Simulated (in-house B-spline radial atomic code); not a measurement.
A radial electron density 4πr²n(r) was computed for an atom or ion in its tabulated ground configuration with a B-spline radial code for spherical atoms; method: non-relativistic Hartree-Fock, average of configuration. Columns: r (bohr), 4πr²n(r) (electrons per bohr), bar.

```
 0.00449   0.3183 #
 0.00523   0.4237 #
  0.0061   0.5634 ##
 0.00711   0.7457 ##
 0.00828    0.981 ###
 0.00965    1.286 ####
  0.0113    1.689 #####
  0.0131    2.167 #######
  0.0153    2.792 ########
  0.0178    3.542 ###########
  0.0208    4.475 ##############
  0.0242    5.548 #################
  0.0282    6.794 #####################
  0.0328    8.163 #########################
  0.0383    9.659 #############################
  0.0446    11.14 ##################################
   0.052    12.53 ######################################
  0.0606    13.66 #########################################
  0.0706    14.39 ###########################################
  0.0823    14.57 ############################################
  0.0959    14.13 ###########################################
   0.112    13.06 #######################################
    0.13     11.6 ###################################
   0.152    9.922 ##############################
   0.177    8.511 ##########################
   0.206    7.676 #######################
    0.24    7.611 #######################
    0.28    8.279 #########################
   0.326    9.334 ############################
    0.38    10.28 ###############################
   0.443     10.6 ################################
   0.516    9.975 ##############################
   0.602    8.416 #########################
   0.701    6.302 ###################
   0.817    4.106 ############
   0.952    2.291 #######
    1.11    1.067 ###
    1.29   0.4136 #
    1.51   0.1201 
    1.76  0.02736 
    2.05 0.004584
```

Q: Which atom or ion is it?
A. Al4+
B. Si5+
C. Al5+
D. Al6+

A: C. The area under the curve, ∫4πr²n dr = ∫r·4πr²n d(ln r) on this logarithmic grid, is 8 electrons, which only this option has. The configuration is [He] 2s2 2p4.
